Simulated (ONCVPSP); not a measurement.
**What the settings do to the ONCV potential of rubidium**

Base potential:

rubidium, optimised norm-conserving Vanderbilt (ONCV), made with ONCVPSP 4.0.1 (PBE, scalar-relativistic). Core [Ar] 3d10, reference 4s2 4p6 5s1. Waves: 4s+5s: rc 2.35 bohr, ncon 4, nbas 8, qcut 6.7 1/bohr, 2 projectors; 4p: rc 1.75 bohr, ncon 3, nbas 7, qcut 5.5 1/bohr, 2 projectors, debl 0.7 Ha; d scattering state at 0.02 Ha: rc 2.10 bohr, ncon 5, nbas 10, qcut 4.6 1/bohr, 2 projectors, debl 3.2 Ha. Local part: polynomial inside 1.40 bohr (lpopt 3, dvloc0 0 Ha). Core correction: Teter function, fcfact 3.75, rcfact 1.15.

All-electron outer shells of the reference configuration (PBE, scalar-relativistic, ld1.x):

| shell | level (eV) | outermost node (bohr) | outermost maximum (bohr) |
| --- | --- | --- | --- |
| 3d | -103.96 | – | 0.39 |
| 4s | -31.89 | 0.62 | 1.25 |
| 4p | -15.96 | 0.64 | 1.42 |
| 5s | -2.23 | 1.79 | 4.38 |

Cutoffs, loose and tight: the cutoffs (Ha) at which the residual kinetic energy of the hardest occupied pseudo-wave falls to 1 and 0.1 mHa per electron. They do not see the model core or the augmentation charge, which bear on the density cutoff. Test errors are all-electron minus pseudo excitation energies from the reference, over the configurations 4s2 4p6 5s0; 4s2 4p6 5s0.5; 4s2 4p6 5s0 5p1; 4s2 4p5 5s1. A dash means not determined; rows that change the core or the reference have their own tests.

| change | outcome | cutoff, loose | cutoff, tight | bound ghosts | GHOST(+) flags above zero | largest test error (meV) |
| --- | --- | --- | --- | --- | --- | --- |
| base | generated | 11 Ha | 15 Ha | none | s | -6.0 |
| core correction Teter function, fcfact 3.75, rcfact 0.94 | generated | 11 Ha | 15 Ha | none | s | -7.3 |
| core correction Teter function, fcfact 3.75, rcfact 1.14 | generated | 11 Ha | 15 Ha | none | s | -6.0 |
| core correction Teter function, fcfact 3.75, rcfact 1.32 | generated | 11 Ha | 15 Ha | none | s | -5.5 |
| core correction Teter function, fcfact 3.75, rcfact 1.46 | generated | 11 Ha | 15 Ha | none | s | -7.7 |
| core correction Teter function, fcfact 3.75, rcfact 2.06 | generated | 11 Ha | 15 Ha | none | s | -62 |

**Question.** What comes out with this change to the base: core correction Teter function, fcfact 3.75, rcfact 1.64?

**Answer.** outcome: generated; cutoff, loose: 11 Ha; cutoff, tight: 15 Ha; bound ghosts: none; GHOST(+) flags above zero: s; largest test error (meV): -17.

**Question.** What comes out with this change to the base: core correction Teter function, fcfact 3.75, rcfact 1.82?

**Answer.** outcome: generated; cutoff, loose: 11 Ha; cutoff, tight: 15 Ha; bound ghosts: none; GHOST(+) flags above zero: s; largest test error (meV): -33.

Reading the sweep of the rcfact (base included, trends over the rows without a ghost): The loose cutoff stays near 11 Ha. The median size of the test errors (rows with all tests solved) rises from 0.1 meV at 0.94 to 4.0 meV at 2.06.
